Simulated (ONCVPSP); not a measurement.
**What one change does to a pseudopotential (gallium (Ga), ONCV)**

- Element: gallium
- Generator: ONCVPSP 4.0.1
- Type: optimised norm-conserving Vanderbilt (ONCV)
- Functional: LDA (Perdew-Wang 92)
- Relativity: scalar-relativistic
- Frozen core: [Ar]
- Valence charge: 13
- Reference configuration: 3d10 4s1.5 4p1.5
- Partial waves: 4s: rc 1.80 bohr, ncon 4, nbas 7, qcut 4.3 1/bohr, 2 projectors, debl 2.2 Ha; 4p: rc 1.90 bohr, ncon 5, nbas 8, qcut 4.5 1/bohr, 2 projectors, debl 1.9 Ha; 3d: rc 0.95 bohr, ncon 3, nbas 8, qcut 15.5 1/bohr, 2 projectors, debl 2.2 Ha
- Local potential: polynomial inside 0.65 bohr (lpopt 5, dvloc0 2 Ha)
- Core correction: Teter function, fcfact 4.75, rcfact 1.45

Change: functional revPBE.

Cutoffs: the cutoffs (Ha) at which the residual kinetic energy of the hardest occupied pseudo-wave falls to 1 and 0.1 mHa per electron; they do not see the model core or the augmentation charge, which bear on the density cutoff. Errors are all-electron minus pseudo energies relative to the spin-unpolarised reference configuration.

**Question.** How do hardness, ghosts and transferability respond?

**Answer.** The potential gets neither clearly harder nor softer (99 Ha and 109 Ha → 98 Ha and 109 Ha); both files keep a bound ghost (s); of the 4 tests that both files solve, the error grows in 1 and shrinks in 2 by more than 15 % and 0.3 meV (median size 0.7 → 1.1 meV).

| quantity | base | changed |
| --- | --- | --- |
| cutoff, loose | 99 Ha | 98 Ha |
| cutoff, tight | 109 Ha | 109 Ha |
| loose cutoff by channel | s 7.8 Ha, p 5.2 Ha, d 99 Ha | s 7.7 Ha, p 4.9 Ha, d 98 Ha |
| bound ghosts | s | s |
| GHOST(+) flags under 300 eV | p at 16.9 eV | p at 16.5 eV |
| error for 3d10 4s2 4p1, meV [ΔE -3.26 → -3.22 eV] | +0.3 | +0.1 |
| error for 3d10 4s2 4p0, meV [ΔE 2.62 → 2.40 eV] | -0.7 | +0.1 |
| error for 3d10 4s1 4p0, meV [ΔE 24.12 → 23.39 eV] | -5.1 | -2.3 |
| error for 3d10 4s0 4p3, meV [ΔE 10.28 → 10.08 eV] | -0.7 | -2.0 |
| s: phases at 1.82 bohr within 0.05 rad from the reference energy up to (Ha; the scan ends near 5) | 4.3 | 4.3 |
| p: phases at 1.92 bohr within 0.05 rad from the reference energy up to (Ha; the scan ends near 5) | 0.6 | 0.6 |
| d: phases at 0.97 bohr within 0.05 rad from the reference energy up to (Ha; the scan ends near 5) | to the end of the scan | to the end of the scan |
| rms error of d²Exc/dni dnj with the model core, mHa | 1.04 | 0.57 |

 A true bound ghost makes a file unfit for plane-wave use even where its test errors are small: the radial tests pick states by their node count and pass the ghost by.
